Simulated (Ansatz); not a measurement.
Calculated with Ansatz (gas phase, PBE0-D4/def2-TZVP geometries, no zero-point term in ΔE). CCSD(T)/CBS is the MP2 limit (def2-TZVPP, def2-QZVPP) plus CCSD(T) − MP2 in def2-TZVPP, frozen cores. This one scheme is used for every species. DFT in def2-TZVPP. For Ge outer-core shells are correlated without core-valence functions, which leaves a few kJ/mol of doubt a bond. Scalar relativity is left out up to krypton. Each species was taken in one conformer, which may not be the lowest.

Reaction (cleavage of the Si–Ge bond): `C=N[SiH2][GeH3]` + `B1CN1` → `C=N[SiH2]N1BC1` + GeH₄

CCSD(T)/CBS gives -16.4 kcal/mol.

Q: Another level gave -20.5 kcal/mol. Which?
A. SCS-MP2/def2-TZVPP
B. HF/def2-TZVPP
C. PBE-D4/def2-TZVPP
D. r2SCAN-D4/def2-TZVPP

A: B. HF/def2-TZVPP -20.5, r2SCAN-D4 -15.8, PBE-D4 -12.3, SCS-MP2/def2-TZVPP -18.6 kcal/mol.

Largest T1 diagnostic among the species: 0.014.

In def2-TZVPP, CCSD(T) changes the Hartree–Fock value by +3.7 kcal/mol (the triples alone add +0.2 kcal/mol) and MP2 by +2.4 kcal/mol. From PBE to PBE0 (25 % exact exchange), in def2-TZVPP and without D4, ΔE moves by −1.4 kcal/mol.
